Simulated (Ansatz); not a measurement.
The same path of C3H8O2SSi (15 atoms, charge 0, multiplicity 1) was run twice with different band settings. The coordinate that changes most is the dihedral H9–C1–O2–C3.

Level of theory: RKS BLYP/6-31G in Ansatz 0.2.0.

Relaxed end points:

```xyz
15
Properties=species:S:1:pos:R:3
C -0.366 -2.238 -0.783
O -0.945 -0.967 -0.241
C -0.041 -0.076 0.374
S 0.732 -0.797 2.055
O 1.154 0.251 -0.461
C 1.037 1.766 -0.625
Si -0.652 1.794 0.374
H -1.222 -2.761 -1.226
H 0.393 -2.003 -1.542
H 0.080 -2.826 0.034
H -0.500 -1.067 2.654
H 0.992 2.015 -1.695
H 1.903 2.255 -0.155
H -0.685 2.525 1.692
H -1.902 2.077 -0.425
```

```xyz
15
Properties=species:S:1:pos:R:3
C -0.301 -2.306 -0.594
O -0.887 -1.050 -0.025
C 0.028 -0.055 0.376
S 1.138 -0.606 1.928
O 1.031 0.308 -0.670
C 0.759 1.797 -0.884
Si -0.732 1.760 0.392
H 0.302 -2.063 -1.480
H 0.320 -2.808 0.164
H -1.171 -2.917 -0.861
H 0.055 -0.927 2.749
H 0.512 1.975 -1.941
H 1.647 2.378 -0.596
H -0.604 2.567 1.660
H -2.118 1.896 -0.190
```

Common settings: climbing image yes; spring 5.0 eV/Å²; optimiser quadratic models (default); start path IDPP; force threshold 0.05 eV/Å; end points relaxed.

| run | movable images | iteration limit |
| --- | --- | --- |
| 1 | 5 | 38 |
| 2 | 2 | 60 |

Q: What does each run give, and how far can it be trusted?

A: Run 1: converged after 4 iterations, highest image 0.060 eV above the first end. A vibrational analysis at the climbing image gives one clearly imaginary mode, 163i cm⁻¹: a first-order saddle point.
Run 2: converged after 5 iterations, highest image 0.060 eV above the first end. Another band between the same ends (5 images) ends at a top of the same energy, where a vibrational analysis finds 1 clearly imaginary mode. So few images can step over the top or miss a turn of the path.
Limits of this set-up: no polarisation functions.
